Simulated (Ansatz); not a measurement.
`C=C(I)BC` + HBr → `C=C(Br)BC` + HI  (substitution at a C–I bond)

Computed with Ansatz on PBE0-D4/def2-TZVP structures; ΔE is electronic, products minus reactants. CCSD(T)/CBS is the MP2 limit (def2-TZVPP, def2-QZVPP) plus CCSD(T) − MP2 in def2-TZVPP, frozen cores. Functionals use def2-TZVPP. B3LYP here is the variant with VWN-RPA as its local correlation; programs differ in this. def2 core potentials past Kr. For Br, I outer-core shells are correlated without core-valence functions, which leaves a few kJ/mol of doubt a bond. Scalar relativity is left out up to krypton. One conformer a species, not always the lowest.

`C=C(I)BC`:

```xyz
11

C     0.648    1.639   -1.189
C     0.382    0.882   -0.123
I     0.826    1.655    1.787
B    -0.229   -0.533   -0.264
C    -0.553   -1.498    0.902
H     1.090    2.628   -1.136
H     0.414    1.248   -2.175
H    -0.490   -0.838   -1.397
H    -1.611   -1.317    1.155
H     0.015   -1.315    1.816
H    -0.493   -2.552    0.623
```

HBr:

Z-matrix (Å, degrees):
```
Br
H 1 1.420
```

`C=C(Br)BC`:

Cartesian coordinates in Å:
```
C 1.999 0.109 0.714
C 0.670 0.206 0.668
Br -0.235 0.925 2.187
B -0.149 -0.249 -0.565
C -1.689 -0.170 -0.688
H 2.594 0.408 1.570
H 2.519 -0.293 -0.150
H 0.523 -0.645 -1.479
H -1.900 0.792 -1.184
H -2.220 -0.146 0.266
H -2.113 -0.936 -1.340
```

HI:

```xyz
2

I    -0.704    0.185   -0.343
H     0.704   -0.185    0.343
```

```json
{"level": "PBE-D4", "ΔE (kJ/mol)": "6.1", "difference from CCSD(T)/CBS": "-5.0"}
{"level": "B3LYP-D4", "ΔE (kJ/mol)": "6.0", "difference from CCSD(T)/CBS": "-5.1"}
{"level": "ωB97X-V", "ΔE (kJ/mol)": "3.4", "difference from CCSD(T)/CBS": "-7.7"}
{"level": "B2PLYP", "ΔE (kJ/mol)": "5.5", "difference from CCSD(T)/CBS": "-5.6"}
{"level": "PBE0", "ΔE (kJ/mol)": "3.6", "difference from CCSD(T)/CBS": "-7.5"}
{"level": "B3LYP", "ΔE (kJ/mol)": "2.7", "difference from CCSD(T)/CBS": "-8.4"}
{"level": "MP2/def2-TZVPP", "ΔE (kJ/mol)": "11.0", "difference from CCSD(T)/CBS": "-0.1"}
{"level": "SCS-MP2/def2-QZVPP", "ΔE (kJ/mol)": "11.1", "difference from CCSD(T)/CBS": "0.0"}
{"level": "HF/CBS(def2)", "ΔE (kJ/mol)": "0.8", "difference from CCSD(T)/CBS": "-10.3"}
{"level": "MP2/CBS(def2)", "ΔE (kJ/mol)": "15.0", "difference from CCSD(T)/CBS": "3.9"}
{"level": "CCSD(T)/CBS", "ΔE (kJ/mol)": "11.1", "difference from CCSD(T)/CBS": "0"}
```

Largest T1 diagnostic among the species: 0.010.

The D4 term adds +3.3 kJ/mol with B3LYP and +1.8 kJ/mol with PBE0; it sums over pairs of atoms, weighted by their polarisabilities, and B3LYP, whose exchange is more repulsive, gets the larger term. In def2-TZVPP, CCSD(T) changes the Hartree–Fock value by +7.2 kJ/mol (the triples alone add +1.8 kJ/mol) and MP2 by +11.2 kJ/mol.
